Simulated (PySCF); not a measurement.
# Telling isomers of C4H5NO2 apart by NMR

PySCF 2.14.0 with density-fitted response routines calculation with couplings computed with B3LYP/pcJ-1 (spin–dipole term left out of most H,H and C,H couplings), GIAO PBE0/pcSseg-1 shieldings and geometry from GFN2-xTB; a single conformation, relativity neglected, isolated molecule, fast rotation and ring inversion assumed for equivalent nuclei.

Scale: ¹H (31.72 ppm), ¹³C (186.93 ppm) against TMS (reference shieldings calculated alike). Multiplet labels drop J under 1 Hz and among equivalent protons, and merge close values. Unscaled 3J(H,H) run several per cent high. Acid and N–H amide carbonyl carbons lie up to 10 ppm further downfield in solution (hydrogen bonding). Shifts are as computed. Against solution values, carbons near 30 ppm lie about +3 ppm off and those near 130 ppm about +5 ppm. Of 1211 compounds with measured shifts, 218 miss one by over three times the rms of a fit or turn the order of signals round; such compounds aren't used in these exercises. OH and NH positions are gas-phase values without hydrogen bonding to other molecules.

(1) Tabulate the signals of `O=C1CCC(=O)N1`, `Cc1cc(O)on1` and their relative energies.

(2) What is the quickest way to tell O=C1CCC(=O)N1 from Cc1cc(O)on1?

Answers

(1) 
```tsv
SMILES	carbon types	δC	δH	E rel. (kcal/mol)
O=C1CCC(=O)N1	2×C 2×CH2	178.6, 31.3	6.67 (br, 1H), 2.60 (s, 4H)	0.0
Cc1cc(O)on1	2×C 1×CH 1×CH3	182.3, 164.2, 85.0, 14.5	5.24 (br s, 1H), 5.04 (s, 1H), 2.34 (s, 3H)	61.6
```

Energies are electronic energies at PBE0/pcSseg-1 on these geometries, without zero-point or thermal terms, each for the one conformer computed, which needn't be the lowest.

(2) Count the carbon signals: 2 against 4. The first has an sp3 CH2 α to a carbonyl at 31.3 ppm, the second an aromatic CH at 85.0 ppm. Their most deshielded carbons lie at 178.6 and 182.3 ppm. In the proton spectra the most deshielded non-exchanging signals are 2.60 (s, 4H) and 5.04 (s, 1H).
